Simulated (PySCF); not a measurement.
## ORD: `C[C@H]1C[C@H](F)C[C@@H]1S`, C6H11FS

Cartesian coordinates in Å; atom numbers follow the order of the lines, from 1:
```xyz
19

C     1.8315    1.0941   -0.4790
C     0.5808    0.2303   -0.5020
C     0.7464   -1.1198    0.2016
C    -0.6857   -1.5521    0.4908
F    -1.2432   -2.0883   -0.6582
C    -1.4204   -0.2632    0.8612
C    -0.6070    0.8795    0.2292
S    -1.6045    1.9434   -0.8705
H     1.6326    2.0527   -0.9528
H     2.6405    0.6042   -1.0154
H     2.1541    1.2734    0.5451
H     0.2949    0.0418   -1.5422
H     1.2819   -0.9990    1.1436
H     1.2677   -1.8496   -0.4152
H    -0.7704   -2.3362    1.2495
H    -1.4635   -0.1554    1.9440
H    -2.4424   -0.2923    0.4834
H    -0.2496    1.5718    0.9936
H    -1.9535    0.9741   -1.7144
```

Computed with TDDFT CAM-B3LYP/def2-SVPD circular dichroism and optical rotation, one conformer, gas phase (PySCF). Geometry: GFN2-xTB.

The molecule is flexible and this is one conformer; a measurement averages over conformers. States above about 8.1 eV (minus the energy of the highest occupied orbital) lie near or above the ionisation threshold and depend on the basis.

Stereocentres: C2 S, C4 S, C7 S.

Task: Give the optical rotatory dispersion at 633, 589.3, 546, 436, 405, 365, 355 nm.

Result: [α] in deg dm⁻¹ (g/mL)⁻¹:
```
λ (nm)  origin-invariant length gauge  modified velocity gauge  length gauge (centre of mass)  isotropic polarisability (au)
   633                          +70.1                    +67.4                          +71.1                           90.8
 589.3                          +82.0                    +78.7                          +83.1                           91.0
   546                          +97.0                    +93.3                          +98.4                           91.4
   436                         +162.9                   +156.8                         +165.2                           92.9
   405                         +194.9                   +187.7                         +197.7                           93.6
   365                         +254.0                   +245.0                         +257.7                           94.9
   355                         +273.5                   +263.8                         +277.4                           95.2
```

Task: And for the mirror image at 589.3 nm?

Result: -82.0 deg dm⁻¹ (g/mL)⁻¹ (origin-invariant length gauge): the same size and the opposite sign.

Task: What is the molar rotation [Φ] = [α]·M/100 of the geometry above at 589.3 nm?

Result: With M = 134.21 g/mol, +110.0 deg cm² dmol⁻¹ (origin-invariant length gauge).

The first excitation lies at 5.57 eV (223 nm) with R = +1.3 × 10⁻⁴⁰ esu² cm² (velocity form).
